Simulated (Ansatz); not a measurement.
The cluster Ag₆⁻. The state is a doublet with charge -1. Geometry PBE0-D4/def2-SVPD, basis def2-TZVPD, Ansatz.

| atom | x (Å) | y (Å) | z (Å) |
| --- | --- | --- | --- |
| Ag1 | -2.305 | -0.993 | -0.112 |
| Ag2 | -1.046 | 0.422 | -2.079 |
| Ag3 | 1.466 | 1.342 | -1.537 |
| Ag4 | -1.079 | -1.569 | 2.348 |
| Ag5 | 2.730 | 0.902 | 0.932 |
| Ag6 | 0.235 | -0.105 | 0.448 |

```csv
run,HOMO (eV),LUMO (eV)
A,-0.19,0.04
B,-0.22,1.10
C,-1.38,2.34
D,0.07,0.38
E,-0.06,0.54
```

In the def2 sets Ag takes a core potential; there is no spin–orbit coupling. Another isomer (doublet) lies 0.25 eV lower at PBE0-D4/def2-TZVPD; other spin states weren't run for this one.

HOMO and LUMO are taken over both spins.

The runs used LDA (SPW92), PBE, PBE0, r2SCAN, ωB97M-V. Estimate which is which.

A LDA (SPW92) (0 % exact exchange); B PBE0 (25 % exact exchange); C ωB97M-V (range-separated); D PBE (0 % exact exchange); E r2SCAN (0 % exact exchange). Exact exchange lowers occupied and raises empty levels; among semilocal functionals meta-GGAs tend to open the gap a little, and such runs are hard to tell apart. The gap grows from 0.23 eV (LDA (SPW92)) to 3.72 eV (ωB97M-V). At PBE-D4/def2-TZVPD the highest occupied level of the charge -1 doublet lies above zero (up to 0.07 eV). The electron is either unbound and held by the finite basis, or the level is raised by self-interaction error.
